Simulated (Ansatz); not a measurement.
C6H11F6N2P⁻, that is 1-ethyl-3-methylimidazolium hexafluorophosphate with one electron more, relaxed as a doublet with UKS r2SCAN-D4/def2-SVP in Ansatz, starting from the r2SCAN-D4/def2-SVP geometry of the neutral singlet. Force threshold 0.03 eV/Å.

The highest occupied level of the relaxed charge -1 doublet lies above zero (up to 1.30 eV). By energy differences its removal costs 0.18 eV (each at its own geometry, to the charge 0 singlet, at PBE0-D4/def2-SVP). The relaxation made no stability test and no search for a lower SCF solution.

Start:

Cartesian coordinates in Å:
```
C 0.770 -1.229 -2.337
C 1.455 -1.496 -1.007
N 1.434 -0.306 -0.141
C 2.010 0.914 -0.434
C 1.589 1.793 0.525
N 0.771 1.090 1.386
C -0.090 1.674 2.407
C 0.680 -0.171 0.952
H 0.771 -2.155 -2.931
H 1.296 -0.455 -2.917
H -0.271 -0.919 -2.173
H 0.926 -2.284 -0.456
H 2.508 -1.798 -1.131
H 2.669 1.054 -1.287
H 1.803 2.849 0.668
H 0.409 2.555 2.830
H -0.274 0.933 3.194
H -1.052 1.938 1.946
H 0.011 -0.928 1.359
F -1.394 -1.655 -0.160
P -2.530 -0.439 -0.077
F -1.326 0.640 -0.477
F -2.099 -0.237 1.515
F -2.846 -0.641 -1.651
F -3.572 0.788 0.044
F -3.649 -1.514 0.351
```

(1) Estimate the energy that the relaxation releases and the steps that it takes.

(2) Does the start keep its bonding?

(3) Predict the relaxed structure.

Answers

(1) 92.1 kJ/mol, in 17 steps; 1.9 min on 4 threads of Intel Xeon 6975P-C on a shared host. No frequencies were taken in this run, so the end may be a saddle point.

(2) By distances, no bond broke or formed. The bond that changes most is N3–C8, from 1.34 to 1.43 Å (atoms count from 1).

(3) 
```csv
atom,x (Å),y (Å),z (Å)
C1,0.7192,-0.8631,-2.1360
C2,1.6264,-1.4217,-1.0417
N3,1.8968,-0.4893,0.0393
C4,2.5507,0.7264,-0.1705
C5,2.0391,1.6572,0.6796
N6,1.0505,1.0694,1.4615
C7,-0.1111,1.7879,1.9373
C8,0.9509,-0.3028,1.0930
H9,0.5091,-1.6338,-2.8967
H10,1.1955,-0.0033,-2.6372
H11,-0.2394,-0.5355,-1.7077
H12,1.1575,-2.3099,-0.5860
H13,2.5954,-1.7507,-1.4666
H14,3.3848,0.8090,-0.8686
H15,2.3503,2.6896,0.8444
H16,0.2027,2.7623,2.3476
H17,-0.5966,1.2035,2.7337
H18,-0.8644,1.9360,1.1407
H19,-0.0535,-0.7214,0.9616
F20,-1.7353,-1.7735,-0.2205
P21,-2.9236,-0.6614,0.0382
F22,-1.9029,0.5212,-0.4963
F23,-2.3557,-0.4341,1.5643
F24,-3.4544,-0.8815,-1.4881
F25,-4.0793,0.4579,0.2987
F26,-3.9126,-1.8384,0.5761
```
Bond lengths: 6 × F–P 1.63 to 1.65 Å; 6 × C–N 1.39 to 1.45 Å; 2 × C–C 1.36 to 1.53 Å; 11 × C–H 1.09 to 1.11 Å.
